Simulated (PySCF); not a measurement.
diarsenic (As₂), SMILES [As]#[As]. Geometry optimised at PBE0-D3(BJ)/def2-TZVP.

Computed equilibrium geometry at PBE0-D3(BJ)/def2-TZVP (PySCF confirms it by a frequency run) as a Z-matrix, and its point group:
point group D∞h.
```
As
As 1 2.0890
```
